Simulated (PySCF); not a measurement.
C2H6B3NO3.
Cartesian coordinates in Å at the PBE0-D3(BJ)/def2-SVP level; atoms count from 1:
```
atom  x, y, z in Å
C1     3.619   -0.245    0.378
N2     2.229    0.088    0.437
C3     1.414   -0.519   -0.329
B4    -0.116   -0.185   -0.290
O5    -0.969   -0.871   -1.126
B6    -2.312   -0.603   -1.121
O7    -2.807    0.342   -0.262
B8    -1.966    1.035    0.573
O9    -0.627    0.766    0.554
H10    3.955   -0.560    1.380
H11    3.869   -1.037   -0.356
H12    4.197    0.664    0.141
H13    1.771   -1.297   -1.041
H14   -3.051   -1.192   -1.865
H15   -2.411    1.873    1.313
```

The closed-shell ground state was solved at several levels (PySCF, density fitting, gas phase, non-relativistic).

| level | basis functions | total energy (Eh) | HOMO (eV) | LUMO (eV) | gap (eV) | dipole (D) |
| --- | --- | --- | --- | --- | --- | --- |
| B3LYP/def2-SVPD | 237 | -434.7851 | -7.18 | -2.02 | 5.16 | 1.67 |
| B3LYP/pcJ-1 | 303 | -435.0944 | -7.12 | -1.91 | 5.21 | 1.70 |
| wB97X-D/pcSseg-1 | 183 | -434.8793 | -9.27 | 0.15 | 9.42 | 1.73 |

(1) Estimate the row for PBE0/pcSseg-1, a basis of 183 functions; the other rows only guide the guess.

(2) Over all these levels, which gives the widest orbital gap and which the narrowest?

(3) How far do the dipole and the HOMO energy spread over the levels?

Answers

(1) Total energy -434.5184 Eh, HOMO -7.36 eV, LUMO -1.71 eV, gap 5.65 eV, dipole 1.74 D.

(2) wB97X-D/pcSseg-1 (range-separated hybrid) has the widest, 9.42 eV, and B3LYP/def2-SVPD (global hybrid, 20 % exact exchange) the narrowest, 5.16 eV. Functional and basis both differ between the two, so the spread mixes both effects.

(3) The dipole runs from 1.67 to 1.74 D (mean 1.71 D) and the HOMO from -9.27 to -7.12 eV.

One conformer stands for the species.

wB97X-D is run here without its empirical dispersion term; that term would change no orbital, density or response property at a fixed geometry.
